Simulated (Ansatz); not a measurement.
Program: Ansatz. Geometries: PBE0-D4/def2-TZVP. ΔE: electronic, gas phase. CBS: MP2 limit from def2 TZ/QZ plus the TZ coupled-cluster correction, frozen cores. This one scheme is used for every species. Functionals use def2-TZVPP. HSE06 is defined as in plane-wave codes. For Ga outer-core shells are correlated without core-valence functions, which leaves a few kJ/mol of doubt a bond. Scalar relativity is left out up to krypton. Each species was taken in one conformer, which may not be the lowest.

Reaction (cleavage of the Si–Si bond): `N[SiH](N)[SiH3]` + `[SiH3][GaH][SH]` → `[SiH3][S][GaH][SiH3]` + `N[SiH2]N`

| level | ΔE (kJ/mol) | difference from CCSD(T)/CBS |
| --- | --- | --- |
| B97M-V | -60.7 | 8.4 |
| PBE0-D4 | -58.5 | 10.6 |
| r2SCANh-D4 | -63.6 | 5.5 |
| HSE06-D4 | -58.6 | 10.5 |
| BHLYP-D4 | -70.8 | -1.7 |
| BLYP | -56.4 | 12.7 |
| r2SCAN | -62.2 | 6.9 |
| PBE0 | -58.2 | 10.9 |
| r2SCANh | -63.7 | 5.4 |
| r2SCAN0 | -65.9 | 3.2 |
| HSE06 | -58.3 | 10.8 |
| MP2/def2-SVP | -71.6 | -2.5 |
| CCSD(T)/def2-SVP | -62.5 | 6.6 |
| HF/def2-TZVPP | -77.4 | -8.3 |
| SCS-MP2/def2-QZVPP | -77.8 | -8.7 |
| CCSD/CBS(def2) | -69.7 | -0.6 |
| CCSD(T)/CBS | -69.1 | 0 |

Question: What do rigid-rotor, harmonic-oscillator terms from PBE0-D4/def2-TZVP frequencies (298.15 K, 1 bar) make of the CCSD(T)/CBS value? (Estimate.)

Answer: The calculation gave: ΔZPE = +2.9 kJ/mol, ΔH = -66.9 kJ/mol, ΔS = -7 J/(mol·K), ΔG = -64.8 kJ/mol. Modes under 50 cm⁻¹ make the entropy rough.

Largest T1 diagnostic among the species: 0.014.

From PBE to PBE0 (25 % exact exchange), in def2-TZVPP and without D4, ΔE moves by −6.7 kJ/mol. At CCSD(T), def2-SVP lies +6.6 kJ/mol from the extrapolated value and def2-TZVPP +3.1 kJ/mol.
